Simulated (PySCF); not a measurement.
Si²⁺ (silicon, charge +2): PBE calculation

Configuration: [Ne] 3s1 3p1, high-spin 3P determinant (an excited configuration). Calculation: PySCF 2.14, in aug-cc-pCVQZ-DK (10s9p7d5f3g, 134 functions); scalar relativity by spin-free X2C-1e.

| Item | Value |
| --- | --- |
| Total energy | -288.7040 hartree |
| One-electron energy | -390.3273 hartree |
| Hartree (Coulomb) energy | 121.8261 hartree |
| Exchange-correlation energy | -20.2029 hartree |
| ⟨S²⟩ | 2.0000 |
| ⟨L²⟩ | 2.002 |
| Sum of ⟨r⟩ | 8.680 bohr |
| Sum of ⟨r²⟩ | 12.72 bohr² |
| Traceless quadrupole moment −½Σ⟨3z² − r²⟩ along its main axis | -2.27 e·bohr² |
| Langevin diamagnetic susceptibility | -10.1 ×10⁻⁶ cm³/mol |

```tsv
shell	electrons	mean orbital energy (eV)	spread (eV)	rms radius, mean of both spins (bohr)
1s α	1	-1808.4	0	0.129
1s β	1	-1808.1	0	0.129
2s α	1	-162.13	0	0.620
2s β	1	-161.71	0	0.620
2p α	3	-118.25	0.298	0.602
2p β	3	-117.79	0.594	0.602
3s α	1	-30.125	0	2.06
3p α	1	-22.209	0	2.34
```

Densities and radii are taken from the X2C orbitals without a picture-change correction, which distorts them close to the nucleus.
